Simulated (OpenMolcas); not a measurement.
**Eu V: CASPT2 settings compared**

* Program: OpenMolcas
* Basis: ANO-R3 [9s8p6d5f3g1h]
* Scalar Hamiltonian: X2C, finite nucleus
* Active space: 5 electrons in 7 orbitals (4f)
* State averaging: 2S+1 = 6 odd, 21 roots (18 in the spin-orbit step); 2S+1 = 4 odd, 13 roots kept (CI in the orbitals of an earlier block)
* Spin-orbit coupling: RASSI with atomic mean-field integrals over the reference wave functions, term energies averaged over their components

Methods on the same reference wave functions:
A. CASSCF
B. SS-CASPT2, IPEA 0.6 Eh, no level shift (closed shells correlated: none)
C. SS-CASPT2, IPEA 0 Eh, sigma2 regulariser 0.2 Eh (closed shells correlated: 4d 5s 5p)
D. SS-CASPT2, IPEA 0.4 Eh, imaginary shift 0.05 Eh (closed shells correlated: 5s 5p)

Energies in cm-1 above 4f5 6H* 5/2.

| Level | A | B | C | D |
| --- | --- | --- | --- | --- |
| 4f5 6H* 5/2 | 0.0 | 0.0 | 0.0 | 0.0 |
| 4f5 6H* 7/2 | 1080 | 1080 | 1080 | 1080 |
| 4f5 6H* 9/2 | 2419 | 2420 | 2410 | 2420 |
| 4f5 6H* 11/2 | 3977 | 3970 | 3960 | 3970 |
| 4f5 6H* 13/2 | 5705 | 5680 | 5650 | 5680 |
| 4f5 6H* 15/2 | 7550 | 7500 | 7450 | 7510 |
| 4f5 6F* 1/2 | 8934 | 8360 | 6960 | 7630 |
| 4f5 6F* 3/2 | 9397 | 8820 | 7420 | 8090 |
| 4f5 6F* 5/2 | 10168 | 9590 | 8190 | 8860 |
| 4f5 6F* 7/2 | 11249 | 10670 | 9270 | 9940 |
| 4f5 6F* 9/2 | 12637 | 12060 | 10660 | 11330 |
| 4f5 6F* 11/2 | 14335 | 13760 | 12360 | 13030 |

Among B to D the level of the table that moves most is 4f5 6F* 7/2, by 1400 cm-1 (lowest in C, highest in B). Moves below CASPT2's spread within the term are not significant.

The lowest spin-free term lies below A's lowest term by 0.064 hartree in B, 1.082 hartree in C, 0.415 hartree in D.

CASPT2 does not keep the components of a term degenerate, so their means are used; among the terms shown or strongly mixed into the levels shown the widest spread is 47 cm-1 (4f5 6F*, D). High states are left out of the spin-orbit mixing, which shifts the levels that they would mix with. Without dynamic correlation excited terms often stand tens of per cent too high (terms of higher spin than the ground term too low), and those without a measured partner can miss by more than the paired ones (holds for A). Levels of configurations outside the active space are missing. Levels that lie high or do not pair safely by name in every column are left out.

* marks odd parity.
